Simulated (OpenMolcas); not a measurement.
# OpenMolcas run: Ag4+

Input:

```
&GATEWAY
Coord
1

Ag 0.0 0.0 0.0
Basis=ANO-R2
Group=XYZ
NoMove
AngMom=0.0 0.0 0.0
AMFI
&SEWARD
&RASSCF
FileOrb=start.orb
Symmetry=1
Spin=4
nActEl=7 0 0
Inactive=9 9
Ras2=5 0
CIRoot=10 10 1
SDav=10
CIMx=300
Iter=120 100
PrWF=0.3
OrbListing=Nothing
MaxOrb=0
Atom
>>> COPY $Project.JobIph JOBPRE
&RASSCF
FileOrb=start.orb
Symmetry=1
Spin=4
nActEl=13 2 0
Inactive=9 6
Ras1=0 3
Ras2=5 0
CIRoot=10 10 1
SDav=25
CIMx=300
Iter=120 100
PrWF=0.3
OrbListing=Nothing
MaxOrb=0
Thrs=2.0e-7 1.0e-1 5.0e-4
Atom
>>> COPY $Project.JobIph JOB001
&RASSCF
FileOrb=start.orb
Symmetry=1
Spin=2
nActEl=13 2 0
Inactive=9 6
Ras1=0 3
Ras2=5 0
CIRoot=40 40 1
SDav=85
CIMx=300
Iter=120 100
PrWF=0.3
OrbListing=Nothing
MaxOrb=0
Thrs=2.0e-7 1.0e-1 5.0e-4
Atom
>>> COPY $Project.JobIph JOB002
&RASSI
NrOfJobIphs=2 10 40
1 2 3 4 5 6 7 8 9 10
1 2 3 4 5 6 7 8 9 10 11 12 13 14 15 16 17 18 19 20 21 22 23 24 25 26 27
28 29 30 31 32 33 34 35 36 37 38 39 40
IphNames
JOB001
JOB002
EJob
SpinOrbit
DIPRint=1.0
SOCoupling=1000.0
Subsets=2
MEES
Property=10
'ANGMOM' 1 'ANGMOM' 2 'ANGMOM' 3 'MLTPL  1' 1 'MLTPL  1' 2 'MLTPL  1' 3
'AMFI' 1 'AMFI' 2 'AMFI' 3 'MLTPL  2' 6
SOProperty=3
'ANGMOM' 1 'ANGMOM' 2 'ANGMOM' 3
```

A driver script runs the steps one by one and writes start.orb anew before each from the orbitals found so far.

Output, cut to the results:

```
--- SEWARD ---
Basis set label: AG.ANO-R...7S5P4D2F1G.

      Electronic valence basis set:
      ------------------
      Associated Effective Charge  47.000000 au
      Associated Actual Charge     47.000000 au
      Nuclear Model: Finite nucleus - Gaussian distribution
        Gaussian exponent, Xi/bohr**(-2):  2.03890E+08

      Shell  nPrim  nBasis  Cartesian Spherical Contaminant
         s      23       7        X
         p      16       5        X
         d      12       4                 X
         f       6       2                 X
         g       5       1                 X
                  Relativistic X2C integrals
                  Atomic mean-field integrals
--- RASSCF ---
Wave function specifications:
      -----------------------------

      Number of closed shell electrons          30
      Number of electrons in active shells      13
      Max number of holes in RAS1 space          2
      Max nr of electrons in RAS3 space          0
      Number of inactive orbitals               15
      Number of active orbitals                  8
      Number of secondary orbitals              42
      Spin quantum number                      1.5
      State symmetry                             1
Orbital specifications:
      -----------------------

      Symmetry species                           1   2
                                                ag  au
      Frozen orbitals                            0   0
      Inactive orbitals                          9   6
      Active orbitals                            5   3
      RAS1 orbitals                              0   3
      RAS2 orbitals                              5   0
      RAS3 orbitals                              0   0
      Secondary orbitals                        22  20
      Deleted orbitals                           0   0
      Number of basis functions                 36  29
      Number of CSFs                            25
      Number of root(s) required                10
      Iter CI   SX   CI       RASSCF       Energy    max ROT     max BLB   max BLB  Level Ln srch  Step   QN
          iter iter root      energy       change     param      element    value   shift minimum  type update
 Nr of preliminary CI iterations:   1
      Total energies have been shifted. Add                -5000.00 au
        1   1    5    0  -308.89098742    0.00E+00  -1.59E-02   14  22 1  8.90E-04*  0.00   0.00    SX    NO
        2   1    6    0  -308.89101001   -2.26E-05*  6.04E-04    8  13 2  5.40E-04*  0.00   0.00    SX    NO
        3   1    5    0  -308.89101016   -1.56E-07   3.46E-05    8  13 2 -1.60E-04   0.00   0.00    SX    NO
        4   1    5    0  -308.89101019   -2.44E-08   1.47E-05    8  13 2  8.55E-05   0.00   0.00    SX    NO
      Convergence after  4 iterations
        5   1    5    0  -308.89101019   -5.07E-09   1.47E-05    8  13 2 -3.76E-05   0.00   0.00    SX    NO
      Natural orbitals and occupation numbers for root  1
      sym 1:   1.015018   1.000656   1.015133   1.985553   1.985537
      sym 2:   1.999298   1.999376   1.999428
      Natural orbitals and occupation numbers for root  2
      sym 1:   1.862273   1.000535   1.138396   1.862175   1.138518
      sym 2:   1.999571   1.999198   1.999334
      Natural orbitals and occupation numbers for root  3
      sym 1:   1.017657   1.000686   1.982920   1.982908   1.017727
      sym 2:   1.999289   1.999387   1.999427
::    RASSCF root number  1 Total energy:  -5308.91151254
::    RASSCF root number  2 Total energy:  -5308.91151254
::    RASSCF root number  3 Total energy:  -5308.91151254
::    RASSCF root number  4 Total energy:  -5308.91151254
::    RASSCF root number  5 Total energy:  -5308.91151254
::    RASSCF root number  6 Total energy:  -5308.91151254
::    RASSCF root number  7 Total energy:  -5308.91151254
::    RASSCF root number  8 Total energy:  -5308.84317138
::    RASSCF root number  9 Total energy:  -5308.84317138
::    RASSCF root number 10 Total energy:  -5308.84317138
--- RASSCF ---
Wave function specifications:
      -----------------------------

      Number of closed shell electrons          30
      Number of electrons in active shells      13
      Max number of holes in RAS1 space          2
      Max nr of electrons in RAS3 space          0
      Number of inactive orbitals               15
      Number of active orbitals                  8
      Number of secondary orbitals              42
      Spin quantum number                      0.5
...
--- RASSI ---
SPIN-FREE ENERGIES:
  (Shifted by EMIN (a.u.) =      -5308.9115125401)

 SF State       Relative EMIN(au)   Rel lowest level(eV)    D:o, cm**(-1)      L_eff

     1             0.0000000000        0.0000000000              0.0000         3.0
     2             0.0000000000        0.0000000000              0.0000         3.0
     3             0.0000000000        0.0000000000              0.0000         3.0
     4             0.0000000000        0.0000000000              0.0000         3.0
     5             0.0000000000        0.0000000000              0.0000         3.0
     6             0.0000000000        0.0000000000              0.0000         3.0
     7             0.0000000000        0.0000000000              0.0000         3.0
     8             0.0683411585        1.8596576616          14999.1506         1.0
     9             0.0683411585        1.8596576616          14999.1506         1.0
    10             0.0683411585        1.8596576616          14999.1506         1.0
    11             0.0799672582        2.1760199494          17550.7845         4.0
    12             0.0799672582        2.1760199494          17550.7845         4.0
    13             0.0799672582        2.1760199494          17550.7845         4.0
    14             0.0799672582        2.1760199494          17550.7845         4.0
    15             0.0799672582        2.1760199494          17550.7845         4.0
    16             0.0799672582        2.1760199494          17550.7845         4.0
    17             0.0799672582        2.1760199494          17550.7845         4.0
    18             0.0799672582        2.1760199494          17550.7845         4.0
    19             0.0799672582        2.1760199494          17550.7845         4.0
    20             0.0952495766        2.5918730174          20904.8657         1.0
    21             0.0952495766        2.5918730174          20904.8657         1.0
...
```

Levels above the lowest, from the spin-orbit matrix, grouped by J:

```json
{"Configuration": "4d7", "Term": "4F", "J": "9/2", "E (cm-1)": "0.0", "Measured (cm-1)": "0.0", "g": "1.328", "Term weight %": "97", "Second": "3 2G"}
{"Configuration": "4d7", "Term": "4F", "J": "7/2", "E (cm-1)": "3476", "Measured (cm-1)": "3690", "g": "1.236", "Term weight %": "99", "Second": ""}
{"Configuration": "4d7", "Term": "4F", "J": "5/2", "E (cm-1)": "5564", "Measured (cm-1)": "5816", "g": "1.033", "Term weight %": "98", "Second": "2 2D(1)"}
{"Configuration": "4d7", "Term": "4F", "J": "3/2", "E (cm-1)": "6858", "Measured (cm-1)": "7097", "g": "0.418", "Term weight %": "95", "Second": "4 2D(1)"}
{"Configuration": "4d7", "Term": "4P", "J": "3/2", "E (cm-1)": "16652", "Measured (cm-1)": "14204", "g": "1.590", "Term weight %": "67", "Second": "30 2P"}
{"Configuration": "4d7", "Term": "4P", "J": "5/2", "E (cm-1)": "17129", "Measured (cm-1)": "14899", "g": "1.584", "Term weight %": "96", "Second": "4 2D(1)"}
{"Configuration": "4d7", "Term": "4P", "J": "1/2", "E (cm-1)": "19329", "Measured (cm-1)": "17067", "g": "2.405", "Term weight %": "87", "Second": "13 2P"}
{"Configuration": "4d7", "Term": "2G", "J": "9/2", "E (cm-1)": "19368", "Measured (cm-1)": "16875", "g": "1.096", "Term weight %": "87", "Second": "10 2H"}
{"Configuration": "4d7", "Term": "2G", "J": "7/2", "E (cm-1)": "22657", "Measured (cm-1)": "20442", "g": "0.894", "Term weight %": "98", "Second": ""}
{"Configuration": "4d7", "Term": "2P", "J": "3/2", "E (cm-1)": "23672", "Measured (cm-1)": "", "g": "1.275", "Term weight %": "41", "Second": "28 2D(1)"}
{"Configuration": "4d7", "Term": "2D(1)", "J": "5/2", "E (cm-1)": "25763", "Measured (cm-1)": "24361", "g": "1.211", "Term weight %": "94", "Second": "4 4P"}
{"Configuration": "4d7", "Term": "2H", "J": "11/2", "E (cm-1)": "26756", "Measured (cm-1)": "22532", "g": "1.091", "Term weight %": "100", "Second": ""}
{"Configuration": "4d7", "Term": "2P", "J": "1/2", "E (cm-1)": "26957", "Measured (cm-1)": "24599", "g": "0.932", "Term weight %": "87", "Second": "13 4P"}
{"Configuration": "4d7", "Term": "2H", "J": "9/2", "E (cm-1)": "30160", "Measured (cm-1)": "26368", "g": "0.930", "Term weight %": "90", "Second": "10 2G"}
{"Configuration": "4d7", "Term": "2D(1)", "J": "3/2", "E (cm-1)": "31935", "Measured (cm-1)": "30134", "g": "0.983", "Term weight %": "65", "Second": "28 2P"}
{"Configuration": "4d7", "Term": "2F", "J": "5/2", "E (cm-1)": "40822", "Measured (cm-1)": "34635", "g": "0.865", "Term weight %": "98", "Second": ""}
{"Configuration": "4d7", "Term": "2F", "J": "7/2", "E (cm-1)": "42618", "Measured (cm-1)": "36594", "g": "1.141", "Term weight %": "99", "Second": ""}
{"Configuration": "4d7", "Term": "2D(2)", "J": "3/2", "E (cm-1)": "60719", "Measured (cm-1)": "55041", "g": "0.800", "Term weight %": "99", "Second": ""}
{"Configuration": "4d7", "Term": "2D(2)", "J": "5/2", "E (cm-1)": "62818", "Measured (cm-1)": "56772", "g": "1.195", "Term weight %": "98", "Second": "2 2F"}
```

Against the 17 measured excited levels shown (the list in Gamrath, thesis, University of Mons (2023)) the mean absolute deviation is 2900 cm-1; the largest miss in energy is 4d7 2F 5/2: computed 40822, measured 34635 cm-1 (+17.9 %).

Without dynamic correlation excited terms often stand tens of per cent too high (terms of higher spin than the ground term too low), and those without a measured partner can miss by more than the paired ones. Active for correlation alone: 4p; no level in the range computed is led by a configuration that opens it, so any true level of that kind is missing. Measured partners are found by configuration, term and J. A level has none where our copy of the source lacks it or the pairing is in doubt (some pairs that miss far off the trend of their configuration count as doubtful), and it then counts in no deviation. Only configurations of the active space appear. The first state left out of the spin-orbit step lies near 960000 cm-1 above the lowest spin-free state of the reference (among the parities and spins computed), and the list stops at four fifths of that energy or lower.

The term weight is that of the spin-free term in the level, not the purity of its configuration. A number in round brackets counts repeated terms of one configuration in the order of the reference energies.
